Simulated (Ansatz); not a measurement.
Relaxation of C3H10OSi (15 atoms, charge 0, multiplicity 1), to a largest force component of 0.02 eV/Å in at most 40 steps.

Computed with Ansatz 0.2.0, RKS LDA/6-31G.

```xyz
15
Properties=species:S:1:pos:R:3
Si 0.000 0.000 0.000
C 0.000 0.000 1.870
H -1.000 -0.309 2.240
H 0.768 -0.711 2.240
H 0.232 1.020 2.240
C 1.763 0.000 -0.623
H 2.111 -1.046 -0.751
H 1.812 0.528 -1.598
H 2.415 0.519 0.111
C -0.881 1.526 -0.623
H -1.933 1.272 -0.867
H -0.862 2.311 0.162
H -0.370 1.903 -1.534
O -0.791 -1.371 -0.559
H -1.246 -1.837 0.213
```

Question: Where does it end, and by what steps?

Answer: It converged. Limits of this set-up: no polarisation functions. After 7 steps the energy has fallen by 0.303 eV; H15 moved furthest, 0.74 Å.

```json
{"step": "0", "energy less start (eV)": "0.0000", "largest force component (eV/Å)": "2.006", "accepted": "yes"}
{"step": "1", "energy less start (eV)": "-0.1610", "largest force component (eV/Å)": "0.907", "accepted": "yes"}
{"step": "2", "energy less start (eV)": "-0.2190", "largest force component (eV/Å)": "0.204", "accepted": "yes"}
{"step": "3", "energy less start (eV)": "-0.2526", "largest force component (eV/Å)": "0.580", "accepted": "yes"}
{"step": "4", "energy less start (eV)": "-0.2881", "largest force component (eV/Å)": "0.198", "accepted": "yes"}
{"step": "5", "energy less start (eV)": "-0.3014", "largest force component (eV/Å)": "0.088", "accepted": "yes"}
{"step": "6", "energy less start (eV)": "-0.3029", "largest force component (eV/Å)": "0.039", "accepted": "yes"}
{"step": "7", "energy less start (eV)": "-0.3033", "largest force component (eV/Å)": "0.006", "accepted": "yes"}
```

```xyz
15
Properties=species:S:1:pos:R:3
Si 0.054 0.013 0.047
C -0.019 -0.049 1.935
H -1.060 -0.104 2.303
H 0.533 -0.927 2.315
H 0.444 0.862 2.359
C 1.827 0.061 -0.566
H 2.367 -0.841 -0.228
H 1.844 0.078 -1.670
H 2.357 0.955 -0.189
C -0.926 1.507 -0.570
H -1.980 1.470 -0.239
H -0.478 2.439 -0.175
H -0.907 1.553 -1.673
O -0.558 -1.458 -0.643
H -1.480 -1.756 -0.484
```

Whether the end is a true minimum wasn't checked by a vibrational analysis.

Run time: 31 s on 1 thread of Arm Neoverse V1 (shared host), peak memory 0.15 GiB.
